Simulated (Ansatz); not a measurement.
System: C$_{2}$H$_{8}$BSi (charge 0, doublet). It need not be the lowest isomer of its formula. 
Coordinates optimised at B3LYP-D3(BJ)/def2-TZVP (Ansatz, an electronic-structure program):
SMILES: CB(C)[SiH2]
```xyz
12

C     -0.6218     1.6488     0.5190
B     -0.4039     0.1420     0.1241
C     -1.6128    -0.8632     0.1678
Si     1.3679    -0.4809    -0.4205
H     -1.5319     2.0489     0.0589
H     -0.7939     1.7014     1.6022
H      0.2041     2.3236     0.2909
H     -2.3004    -0.6136    -0.6511
H     -1.3570    -1.9183     0.0635
H     -2.1958    -0.7384     1.0869
H      2.5598     0.3904    -0.5412
H      1.6911    -1.8848    -0.7654
```
Charge 0, spin multiplicity 2.

Computed values are from Ansatz. Cores are frozen in the correlated levels unless marked. UHF or UKS for open shells. Spin-orbit coupling is left out. No relativistic terms. CBS marks a two-point X^-3 extrapolation of the correlation energy; Hartree-Fock from the larger set.

```
Item                                                                     Value
---------------------  -------------------------------------------------------
atomisation energy De  1012.4 kcal/mol at CCSD(T)/CBS(cc-pV(T+d)Z,cc-pV(Q+d)Z)
total energy              -394.7337 Eh at CCSD(T)/CBS(cc-pV(T+d)Z,cc-pV(Q+d)Z)
dipole moment                                0.34 D at CCSD(T)/aug-cc-pV(D+d)Z
T1 diagnostic                                        0.014 at CCSD/cc-pV(Q+d)Z
```
